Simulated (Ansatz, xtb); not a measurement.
## CH7NO2Si: where a starting geometry ends

The starting geometry of this gas-phase singlet was built from a drawn formula by distance geometry and a force field; its bonds are those of `CO[SiH2][NH2+][O-]`.

```json
{"atom": "C", "x (Å)": "-0.6901", "y (Å)": "-0.7212", "z (Å)": "0.7320"}
{"atom": "N", "x (Å)": "-1.6642", "y (Å)": "0.0259", "z (Å)": "-3.1641"}
{"atom": "O", "x (Å)": "-1.3937", "y (Å)": "-0.4688", "z (Å)": "-0.4660"}
{"atom": "O", "x (Å)": "-1.1042", "y (Å)": "0.2196", "z (Å)": "-4.3574"}
{"atom": "Si", "x (Å)": "-0.4736", "y (Å)": "-0.2802", "z (Å)": "-1.8621"}
{"atom": "H", "x (Å)": "-0.1155", "y (Å)": "-1.6675", "z (Å)": "0.6288"}
{"atom": "H", "x (Å)": "0.0530", "y (Å)": "0.0992", "z (Å)": "1.0015"}
{"atom": "H", "x (Å)": "-1.3759", "y (Å)": "-0.7752", "z (Å)": "1.4395"}
{"atom": "H", "x (Å)": "0.4298", "y (Å)": "0.9005", "z (Å)": "-1.7104"}
{"atom": "H", "x (Å)": "0.2973", "y (Å)": "-1.5250", "z (Å)": "-2.1369"}
{"atom": "H", "x (Å)": "-2.2244", "y (Å)": "0.8842", "z (Å)": "-2.8118"}
{"atom": "H", "x (Å)": "-2.3565", "y (Å)": "-0.7804", "z (Å)": "-3.0853"}
```

Where would you expect an optimisation with r2SCAN-D4/def2-SVP to take it?

It rearranges to `CO[SiH2]ON`. Distances that change by over a tenth: C1–H8 (0.99 → 1.10 Å). Contacts that open: N2–Si5 (1.79 → 2.50 Å). Contacts that close: O4–Si5 (2.62 → 1.68 Å).

The energy falls by 2.31 eV over 41 steps:

| step | E − E(last) (eV) |
| --- | --- |
| 1 | 2.311 |
| 5 | 1.239 |
| 10 | 0.661 |
| 14 | 0.121 |
| 19 | 0.081 |
| 23 | 0.072 |
| 28 | 0.027 |
| 32 | 0.007 |
| 37 | 0.001 |
| 41 | 0.000 |

Final geometry (Å):

```xyz
12

C    -0.8017   -0.6594    0.4656
N    -2.1527    0.3125   -2.4698
O    -0.2006   -1.2926   -0.6421
O    -1.1605   -0.5061   -3.1393
Si    0.1548   -0.5766   -2.0893
H    -0.5050   -1.1935    1.3825
H    -0.4900    0.3978    0.5607
H    -1.9027   -0.6798    0.3872
H     0.6727    0.8009   -1.8381
H     1.1195   -1.4540   -2.7944
H    -2.3657    1.0452   -3.1538
H    -2.9864   -0.2831   -2.4616
```

From the same start GFN2-xTB reaches the same bonding as this run.

The end wasn't checked by frequencies. Run with Ansatz 0.2.0, 120 s on 2 threads of Arm Neoverse V1, on a shared host.
